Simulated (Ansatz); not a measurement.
The cluster MoS₂⁺, relaxed as a quartet with UKS PBE-D4/def2-TZVP in Ansatz, starting from the PBE-D4/def2-TZVP geometry of the charge +1 doublet. Force threshold 0.02 eV/Å.

In the def2 sets Mo takes a core potential; there is no spin–orbit coupling. At PBE-D4/def2-TZVP a doublet of charge 1 lies 1.21 eV below the quartet, each at its own geometry. The structure comes from a short search, and lower isomers may exist.

Start:

```xyz
3

Mo   -0.6986    0.4096    0.2415
S    -0.2332   -1.5923    0.5476
S     0.9318    1.1827   -0.7891
```

Q: Estimate the energy that the relaxation releases and the steps that it takes.

A: 0.09 eV, in 4 steps; 4.4 s on 4 threads of Arm Neoverse V1 on a shared host. No frequencies were taken in this run, so the end may be a saddle point.

Q: Does the start keep its bonding and symmetry?

A: By distances, no bond broke or formed. The bond that changes most is Mo1–S2, from 2.08 to 2.13 Å (atoms count from 1). Point group C2v at the start, C2v at the end, both within 0.05 Å.

Q: Predict the relaxed structure.

A: 
```xyz
3

Mo   -0.766    0.449    0.265
S    -0.186   -1.579    0.520
S     0.952    1.130   -0.785
```
Bond lengths: 2 × Mo–S 2.13 Å.
